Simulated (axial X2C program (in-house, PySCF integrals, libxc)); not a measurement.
## Ionising BaP

Calculated with an in-house all-electron X2C program for linear molecules (integrals from PySCF), spin-free (one-electron X2C) or two-component (2c: spin–orbit coupling with atomic mean-field Coulomb and Gaunt terms, which also bring small scalar terms), in Dyall basis sets with cores contracted in-house; open shells are unrestricted.

Basis sets: Ba dyall-cv3z, P dyall-v3z. Frozen shells (counts by l): BaP Ba 4s3p2d, P 2s1p, 15 electrons correlated; BaP⁺ Ba 4s3p2d, P 2s1p, 14 electrons correlated. Coupled cluster in natural virtuals with an MP2 remainder. Where the outer core of a metal is frozen, bonds come out longer and ionisation energies lower.

| Hamiltonian | level | BaP state | Re (Å) | ωe (cm⁻¹) | De (eV) |
| --- | --- | --- | --- | --- | --- |
| spin-free | PBE0 | M_S = 1/2, Λ = 0 | 2.518 | 358.9 | 2.04 |
| spin-free | MP2 | M_S = 1/2, Λ = 0 | 2.533 | 355.9 | 1.28 |
| spin-free | CCSD | M_S = 1/2, Λ = 0 | 2.549 | 355.2 | 1.11 |
| spin-free | CCSD(T) | M_S = 1/2, Λ = 0 | 2.555 | 348.8 | 1.27 |
| 2c | PBE0 | Ω = 1/2 | 2.518 | 359.1 | 2.05 |

Adiabatic ionisation energy (minimum to minimum, no zero-point term) and constants of BaP⁺:

| Hamiltonian | level | BaP⁺ state | IE (eV) | Re (Å) | ωe (cm⁻¹) | De (eV) | fragments |
| --- | --- | --- | --- | --- | --- | --- | --- |
| spin-free | PBE0 | M_S = 1, Λ = 0 | 5.25 | 2.899 | 260.2 | 1.91 | Ba+ + P |
| spin-free | MP2 | M_S = 1, Λ = 0 | 5.10 | 2.926 | 255.8 | 1.27 | Ba+ + P |
| spin-free | CCSD | M_S = 1, Λ = 0 | 4.88 | 2.938 | 253.1 | 1.34 | Ba+ + P |
| spin-free | CCSD(T) | M_S = 1, Λ = 0 | 5.05 | 2.937 | 251.6 | 1.39 | Ba+ + P |
| 2c | PBE0 | Ω = 1 | 5.26 | 2.898 | 260.4 | 1.91 | Ba+ + P |

**Question.** Add the zero-point terms to the ionisation energy at PBE0, 2c, and say whether the electron removed was bonding.

**Answer.** IE0 = IE + (ωe⁺ − ωe)/2 = 5.26 + (-0.006) = 5.25 eV. Re changes by 0.380 Å, but the two determinants differ by more than one electron in one block, so no single orbital tells the change.

**Question.** Close the cycle De(BaP⁺) + IE(BaP) = De(BaP) + IE(Ba) to find the atomic ionisation energy at PBE0, 2c.

**Answer.** IE(Ba) = 1.91 + 5.26 − 2.05 = 5.12 eV, for the determinants used.

Each entry is the lowest single determinant of a limited PBE0 search at one distance. De goes to single-determinant-based atoms at the same level (for ions the charge split of lowest energy) and is withheld (n/a) where an atom does not fit its ground term or J level. Main or longest-lived isotopes. One determinant is a doubtful description, or other states lie close, for BaP, BaP⁺; these need not be ground states, and all values refer to the states named. Some open-shell Ω = 0 determinants are out of reach, so the Ω given for BaP⁺ need not be the lowest component. With several unpaired electrons the Ω given is that of one determinant, not necessarily of the lowest component.
